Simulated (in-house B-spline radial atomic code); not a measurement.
Radial electron density of the strontium ion Sr⁺, [Ne] 3s2 3p5 3d10 4s2 4p6 4f1 5s1. All numbers are computed (scalar-relativistic (X2C) HSE06, spin-polarised, spherical fractional occupations, exact exchange averaged over the configuration; Fermi nucleus of rms radius 4.224 fm) with a B-spline radial code for spherical atoms, not measured.

One-electron X2C: radii and densities carry no picture-change correction, so inner-shell <1/r> comes out high (for 1s by about 2 % at Z = 33, 5 % at 54, 10 % at 75, 30 % at 118) and <r> low.

Columns: r (bohr), 4πr²n(r) (electrons per bohr), bar.

```
 0.00132    1.269 #
 0.00167    1.886 #
  0.0021     2.76 ##
 0.00264    4.005 ###
 0.00332    5.762 ####
 0.00418    8.204 ######
 0.00527    11.52 #########
 0.00663    15.82 ############
 0.00835    21.22 ################
  0.0105    27.52 #####################
  0.0132    34.32 ###########################
  0.0167    40.93 ################################
   0.021    45.74 ###################################
  0.0264    47.68 #####################################
  0.0333    46.17 ####################################
  0.0419    42.34 #################################
  0.0527    39.26 ##############################
  0.0664    40.58 ###############################
  0.0836    47.34 #####################################
   0.105     55.2 ###########################################
   0.133    56.74 ############################################
   0.167    48.55 ######################################
    0.21    37.34 #############################
   0.265    33.62 ##########################
   0.333    38.17 ##############################
   0.419    39.74 ###############################
   0.528    30.73 ########################
   0.665    17.51 ##############
   0.837    9.848 ########
    1.05    8.342 ######
    1.33    7.433 ######
    1.67    4.789 ####
     2.1    2.169 ##
    2.65   0.8948 #
    3.33   0.5148 
     4.2   0.3207 
    5.28   0.2003 
    6.65   0.1609 
    8.38   0.1278 
    10.5  0.06682 
    13.3  0.01934 
    16.7 0.002876 
    21.1 0.0001583 
    26.5 3.079e-06
```

On this grid the curve has 3 maxima, near 0.0264, 0.133, 0.419 bohr.

The 3p up radial function P(r) = rR(r), positive near the nucleus:

```json
{"r (bohr)": "0.00132", "P": "0.001679"}
{"r (bohr)": "0.0021", "P": "0.003784"}
{"r (bohr)": "0.00332", "P": "0.008533"}
{"r (bohr)": "0.00527", "P": "0.01942"}
{"r (bohr)": "0.00835", "P": "0.04363"}
{"r (bohr)": "0.0132", "P": "0.09529"}
{"r (bohr)": "0.021", "P": "0.2007"}
{"r (bohr)": "0.0333", "P": "0.3877"}
{"r (bohr)": "0.0527", "P": "0.65"}
{"r (bohr)": "0.0836", "P": "0.8514"}
{"r (bohr)": "0.133", "P": "0.6317"}
{"r (bohr)": "0.21", "P": "-0.2797"}
{"r (bohr)": "0.333", "P": "-1.354"}
{"r (bohr)": "0.528", "P": "-1.425"}
{"r (bohr)": "0.837", "P": "-0.6155"}
{"r (bohr)": "1.33", "P": "-0.09313"}
{"r (bohr)": "2.1", "P": "-0.003557"}
```
